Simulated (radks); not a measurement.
Values are calculated unless marked as measured or tabulated.
Coulomb parameter of the 4d shell of the zirconium ion Zr2+ in the model configuration [Kr] 4d1 5s1, as a second difference U = [E(n + 0.5) + E(n - 0.5) - 2 E(n)] / (0.5)^2 with all orbitals relaxed. "Bare": the charge of the atom changes with n. "Screened": the 5s shell takes up the change at fixed total charge, which measures U(4d,4d) + U(5s,5s) - 2 U(4d,5s). Level of theory: Dirac Kohn-Sham, PBE, spin-unpolarised, spherical densities, finite nucleus; open shells are shared between the two j in proportion to 2j + 1; Fermi nuclear charge, rms radius 4.2694 fm (a radial shooting solver on a logarithmic mesh with Libxc functionals).

| case | configuration | E - E(n) (eV) |
|---|---|---|
| start | [Kr] 4d1 5s1 | 0.000 |
| bare +0.5 | [Kr] 4d1.5 5s1 | -8.591 |
| bare -0.5 | [Kr] 4d0.5 5s1 | 11.248 |
| screened +0.5 | [Kr] 4d1.5 5s0.5 | -1.030 |
| screened -0.5 | [Kr] 4d0.5 5s1.5 | 1.310 |

U(bare) = 10.626 eV, U(screened by 5s) = 1.118 eV.
